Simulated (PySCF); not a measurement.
# Shifts of the heteroatoms

Atoms are numbered as in `[CH3:1][C:2]1=[C:3]([CH:4]=[O:5])[C@@H:6]([SiH2:7][Cl:8])[CH2:9]1` (H(Xn): hydrogen on atom n). Ha(C9) is cis to Si7 on the ring; Ha(Si7) is pro-R; Hb(Si7) is pro-S; Hb(C9) is trans to Si7 on the ring.

Equivalent nuclei averaged, single conformer, in vacuum, non-relativistic. Shieldings: GIAO PBE0/pcSseg-1; geometry from GFN2-xTB; PySCF 2.14.0 with density-fitted response routines.

(1) Predict the ²⁹Si NMR data.

(2) Where does ¹⁷O resonate?

Answers

(1) 
```json
{"atoms": "Si7", "environment": "silicon bonded to C, Cl, 2 H", "σ (ppm)": "366.2", "δ (ppm)": "-21.0"}
```

Shieldings were converted by a linear fit to measured shifts: ²⁹Si (scatter 8.9 ppm rms, 25.8 ppm with the 6 outliers that the fit left out vs TMS, solution or neat liquid). A few per cent of atoms miss by over 2 rms, more outside the fitted compound classes.

On a 300 MHz spectrometer ²⁹Si resonates near 59.6 MHz, so 1 ppm is 59.6 Hz.

(2) 
| atoms | environment | σ (ppm) | δ (ppm) |
| --- | --- | --- | --- |
| O5 | aldehyde oxygen | -323.7 | 561.6 |

Shieldings were converted by a linear fit to measured shifts: ¹⁷O: δ = 266.70 − 0.911σ (rms 10.7 ppm, 155 shifts, 12.2 ppm with the 3 outliers that the fit left out vs liquid water, solution or neat liquid). Occasional misses reach two or three times the rms, and more in compound classes unlike the fitted ones.

On a 500 MHz spectrometer ¹⁷O resonates near 67.8 MHz, so 1 ppm is 67.8 Hz.
